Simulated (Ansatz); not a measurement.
Species: chloro(ethenylsilyl)silane, C2H7ClSi2 (charge 0, singlet). SMILES: [SiH2](C=C)[SiH2]Cl
Geometry from a B3LYP-D3(BJ)/def2-TZVP (Ansatz, a quantum-chemistry and plane-wave program) optimisation:
```xyz
12

C     -3.1280     0.4618    -0.0070
C     -1.9262     0.3177    -0.5623
Si    -0.8021    -1.1309    -0.2418
Si     1.1438    -0.3708     0.8236
Cl     1.9558     1.1354    -0.3658
H     -3.5450    -0.2844     0.6609
H     -3.7496     1.3307    -0.1961
H     -1.5643     1.1043    -1.2200
H     -1.4954    -2.1191     0.6227
H     -0.3944    -1.7872    -1.5089
H      0.8621     0.2210     2.1512
H      2.1781    -1.4193     0.9788
```
Charge 0, spin multiplicity 1.

Wanted: vertical triplet-singlet gap, E(triplet) - E(singlet), in eV. Set-up: dispersion terms only where a functional's name holds one; 6-31G* and kin with 6d, 5d where marked; each state is the SCF solution reached for its charge and spin; no spin-orbit coupling; open shells spin-unrestricted; frozen cores in correlated levels; non-relativistic. CBS marks a two-point X^-3 extrapolation of the correlation energy; Hartree-Fock from the larger set. [CCSD(T)-MP2]/basis is that difference in the basis named. Ab initio and DFT rows: single points at B3LYP-D3(BJ) geometries (Ansatz). Levels can end on unlike triplets.

```
species            coefficient  E at B3LYP/6-31G* (Ansatz), Eh  E at wB97X-V/def2-TZVPD (Ansatz), Eh
-----------------  -----------  ------------------------------  ------------------------------------
charge 0, triplet           +1                     -1119.47332                           -1119.35116
charge 0, singlet           -1                     -1119.63028                           -1119.51077
```

Coupled cluster (Ansatz) is a level with limits of its own, used here on species with T1 under 0.025 (0.045 for open shells) and stable references: RI-MP2/CBS(aug-cc-pV(T+d)Z,aug-cc-pV(Q+d)Z)+[CCSD(T)-MP2]/aug-cc-pV(T+d)Z. Value to compare with, RI-MP2/CBS(aug-cc-pV(T+d)Z,aug-cc-pV(Q+d)Z)+[CCSD(T)-MP2]/aug-cc-pV(T+d)Z (Ansatz): 4.42 eV. 1 Eh = 27.2114 eV.

Compute it at each level from the table, and compare with RI-MP2/CBS(aug-cc-pV(T+d)Z,aug-cc-pV(Q+d)Z)+[CCSD(T)-MP2]/aug-cc-pV(T+d)Z (Ansatz).


- B3LYP/6-31G*: the sum of coefficient times E is 0.15696 Eh, or 4.271 eV. Result: 4.27 eV. Its difference against RI-MP2/CBS(aug-cc-pV(T+d)Z,aug-cc-pV(Q+d)Z)+[CCSD(T)-MP2]/aug-cc-pV(T+d)Z (Ansatz) is -0.15 eV.
- wB97X-V/def2-TZVPD: the sum of coefficient times E is 0.15961 Eh, or 4.343 eV. Result: 4.34 eV. Its difference against RI-MP2/CBS(aug-cc-pV(T+d)Z,aug-cc-pV(Q+d)Z)+[CCSD(T)-MP2]/aug-cc-pV(T+d)Z (Ansatz) is -0.08 eV.
